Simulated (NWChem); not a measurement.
**Basis-set convergence for H₂AlFO₂**

```xyz
6

Al     0.0152     0.0020     0.0000
F      1.3722    -0.9477     0.0000
O      0.2283     1.6743     0.0000
H     -0.4868     2.3115     0.0000
O     -1.5233    -0.6958     0.0000
H     -1.7003    -1.6373     0.0000
```
Charge 0, spin multiplicity 1.

Everything below was run with NWChem. Structure: optimised with PBE0/def2-SVP, a minimum by its harmonic frequencies. It is one conformer; others weren't searched.

Quantity: LUMO energy at the level PBE.

The Pople sets run with spherical d functions. The structure started from a generated list of species.

Relative cost: rough, from shared machines, SCF included, STO-3G = 1.

| basis | functions | LUMO energy (eV) | relative cost |
|---|---|---|---|
| STO-3G | 26 | 4.95 | 1 |
| 6-31G* | 64 | … | under 3 |
| def2-SVP | 70 | -1.34 | under 3 |
| 6-311++G** | 110 | … | 3 |
| aug-pcseg-1 | 114 | -1.98 | 5 |
| aug-cc-pVDZ | 114 | -1.97 | 6 |
| pcseg-2 | 152 | … | 7 |
| def2-TZVPP | 163 | -1.65 | 7 |
| def2-TZVPD | 181 | -1.93 | 20 |
| aug-cc-pVTZ | 234 | -1.92 | 100 |

Problem. Fill in the missing entries.

Solution. 
- 6-31G*, LUMO energy (eV): -1.37
- 6-311++G**, LUMO energy (eV): -1.99
- pcseg-2, LUMO energy (eV): -1.72
